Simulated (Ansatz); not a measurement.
Geometry optimisation, RKS PBE0/def2-SVP in Ansatz 0.2.0.

Input file:

```yaml
crystal:
  periodic: [false, false, false]
  atoms:
    - { symbol: "N", position_ang: [-2.4112, 0.3429, 0.2129] }
    - { symbol: B, position_ang: [-1.2337, -0.3567, -0.2995] }
    - { symbol: "N", position_ang: [0.0971, 0.346, -0.3341] }
    - { symbol: C, position_ang: [1.1526, -0.3798, 0.5121] }
    - { symbol: Te, position_ang: [2.9635, 0.6302, 0.5148] }
    - { symbol: H, position_ang: [-2.2549, 0.713, 1.1763] }
    - { symbol: H, position_ang: [-2.5289, 1.2519, -0.3772] }
    - { symbol: H, position_ang: [-1.2941, -1.4519, -0.6845] }
    - { symbol: H, position_ang: [0.4765, 0.325, -1.2652] }
    - { symbol: H, position_ang: [1.2472, -1.4186, 0.1481] }
    - { symbol: H, position_ang: [0.7066, -0.441, 1.5879] }
    - { symbol: H, position_ang: [3.1561, 0.3837, -1.1578] }
basis:
  gaussian: { orbitals: def2-SVP }
hamiltonian:
  xc: pbe0
relax:
  f_tol: 0.02
  max_steps: 50
```

Run as:

```bash
$ ansatz run input.yaml --threads 2 --pin off --max-ram 3072MiB --backend cpu --events-out ev --progress --plain --runs-dir out
```

**Question.** Where does it end, and by what steps?

**Answer.** The run converged. The force dipped under the threshold on the way, but the program's further checks kept it going. After 32 steps the energy has fallen by 2.597 eV; H8 moved furthest, 2.21 Å.

```json
{"step": "0", "energy less start (eV)": "0.0000", "largest force component (eV/Å)": "3.804", "accepted": "yes"}
{"step": "2", "energy less start (eV)": "-0.4229", "largest force component (eV/Å)": "0.577", "accepted": "yes"}
{"step": "4", "energy less start (eV)": "-0.5976", "largest force component (eV/Å)": "1.143", "accepted": "yes"}
{"step": "6", "energy less start (eV)": "-1.0583", "largest force component (eV/Å)": "2.240", "accepted": "yes"}
{"step": "8", "energy less start (eV)": "-1.5169", "largest force component (eV/Å)": "2.036", "accepted": "yes"}
{"step": "10", "energy less start (eV)": "-1.8372", "largest force component (eV/Å)": "1.330", "accepted": "yes"}
{"step": "12", "energy less start (eV)": "-2.1892", "largest force component (eV/Å)": "1.338", "accepted": "yes"}
{"step": "14", "energy less start (eV)": "-2.4429", "largest force component (eV/Å)": "0.757", "accepted": "yes"}
{"step": "16", "energy less start (eV)": "-2.5398", "largest force component (eV/Å)": "0.517", "accepted": "yes"}
{"step": "18", "energy less start (eV)": "-2.5711", "largest force component (eV/Å)": "0.532", "accepted": "yes"}
{"step": "20", "energy less start (eV)": "-2.5887", "largest force component (eV/Å)": "0.165", "accepted": "no"}
{"step": "22", "energy less start (eV)": "-2.5948", "largest force component (eV/Å)": "0.093", "accepted": "yes"}
{"step": "24", "energy less start (eV)": "-2.5952", "largest force component (eV/Å)": "0.037", "accepted": "yes"}
{"step": "26", "energy less start (eV)": "-2.5956", "largest force component (eV/Å)": "0.011", "accepted": "yes"}
{"step": "28", "energy less start (eV)": "-2.5962", "largest force component (eV/Å)": "0.035", "accepted": "yes"}
{"step": "30", "energy less start (eV)": "-2.5967", "largest force component (eV/Å)": "0.045", "accepted": "yes"}
{"step": "32", "energy less start (eV)": "-2.5969", "largest force component (eV/Å)": "0.010", "accepted": "yes"}
```

```xyz
12
Properties=species:S:1:pos:R:3
N -2.317 0.620 -0.029
B -1.178 -0.097 0.377
N 0.025 -0.126 -0.383
C 1.226 -0.751 0.014
Te 2.816 0.563 0.856
H -3.169 0.614 0.512
H -2.373 1.188 -0.864
H -1.218 -0.735 1.406
H 0.106 0.440 -1.220
H 1.738 -1.280 -0.803
H 1.039 -1.464 0.827
H 3.381 0.972 -0.658
```

Whether the end is a true minimum wasn't checked by a vibrational analysis.

Time of the run: 51 s on 2 threads of AMD EPYC 9R45 96-Core Processor (Zen 5) (shared host), peak memory 0.32 GiB.
